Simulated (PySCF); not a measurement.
Dipole polarisabilities along group 15

Calculated with PySCF 2.14 for the ground configurations, without spin-orbit coupling: coupled response for Hartree-Fock and DFT, finite fields for MP2 and CCSD(T), with N 1s2; P [Ne]; As [Ar] 3d10; Sb [Kr] 4d10; Bi [Xe] 4f14 5d10 frozen. Mean α in bohr³, C₆ of like pairs in atomic units.

| species | α UHF | α PBE | α PBE0 | α MP2 | α CCSD(T) | α recommended (Schwerdtfeger and Nagle) | C₆ UHF | C₆ PBE | C₆ PBE0 |
| --- | --- | --- | --- | --- | --- | --- | --- | --- | --- |
| N [He] 2s2 2p3 (x2c-TZVPPall with one added diffuse shell each of s, p, d type, spin-free X2C) | 7.141 | 8.158 | 7.697 | 7.125 | 7.191 | 7.4 ± 0.2 | 23.19 | 28.17 | 26.08 |
| P [Ne] 3s2 3p3 (x2c-TZVPPall with one added diffuse shell each of s, p, d type, spin-free X2C) | 25.45 | 27.39 | 26.35 | 24.79 | 24.68 | 25 ± 1 | 188.5 | 204.9 | 195.5 |
| As [Ar] 3d10 4s2 4p3 (x2c-TZVPPall with one added diffuse shell each of s, p, d type, spin-free X2C) | 30.90 | 33.44 | 32.03 | 30.41 | 30.39 | 30 ± 1 | 264.5 | 287.1 | 273.3 |
| Sb [Kr] 4d10 5s2 5p3 (x2c-TZVPPall with one added diffuse shell each of s, p, d, f type, spin-free X2C) | 43.80 | 47.72 | 45.48 | 43.91 | 44.06 | 43 ± 2 | 484.5 | 528.2 | 501.1 |
| Bi [Xe] 4f14 5d10 6s2 6p3 (x2c-TZVPPall with one added diffuse shell each of s, p, d, f type, spin-free X2C) | 49.49 | 54.60 | 51.69 | 49.92 | 50.19 | 48 ± 4 | 596.6 | 659.7 | 620.6 |

Hartree-Fock lacks correlation. PBE lies above the recommended values here, as self-interaction makes its density too diffuse. MP2 and CCSD(T) carry the error of the frozen core. All values carry a basis error.
